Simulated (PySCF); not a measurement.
Zr(Me)2(H)2 (C2H8Zr), SMILES [CH3][ZrH2][CH3], multiplicity 1.

Geometry optimised at B3LYP-D3(BJ)/def2-SVP. The spin state was assumed, not searched. The structure was generated by enumeration; whether it is a known compound was not checked. The def2 effective core potentials stand for the cores of Zr; spin–orbit coupling is left out.

The numbers are results of TDA-CAM-B3LYP/def2-SVPD (PySCF), not measurements.

Vertical excitations. The molecule is in vacuum. State labels are in the subgroup C2v.

Computed lowest excited states:
```tsv
state	symmetry	energy (eV)	λ (nm)	f	main pairs
S1	B2	4.43	280	0.000	HOMO−2→LUMO 82 %
S2	B1	4.52	274	0.001	HOMO→LUMO 70 %, HOMO→LUMO+4 15 %, HOMO−2→LUMO+1 13 %
S3	A2	4.57	271	0.000	HOMO−1→LUMO+1 93 %
S4	A1	4.74	262	0.002	HOMO−1→LUMO 84 %
S5	B2	4.75	261	0.001	HOMO→LUMO+1 82 %, HOMO−2→LUMO 13 %
S6	B1	4.89	254	0.009	HOMO−2→LUMO+1 84 %
S7	A2	5.47	227	0.000	HOMO→LUMO+2 83 %
S8	B1	5.47	227	0.002	HOMO→LUMO+4 57 %, HOMO−1→LUMO+3 23 %, HOMO→LUMO 14 %
S9	B2	5.49	226	0.003	HOMO−1→LUMO+2 80 %, HOMO−2→LUMO+4 12 %
S10	A1	5.54	224	0.006	HOMO−3→LUMO 68 %, HOMO→LUMO+3 12 %
T1	B2	4.05	306	0	HOMO−2→LUMO 94 %
T2	A1	4.22	294	0	HOMO−1→LUMO 75 %, HOMO−3→LUMO 12 %
T3	B1	4.26	291	0	HOMO→LUMO 56 %, HOMO−2→LUMO+1 22 %, HOMO→LUMO+4 17 %
T4	A2	4.28	290	0	HOMO−1→LUMO+1 87 %
```
Triplets are in the Tamm–Dancoff approximation.
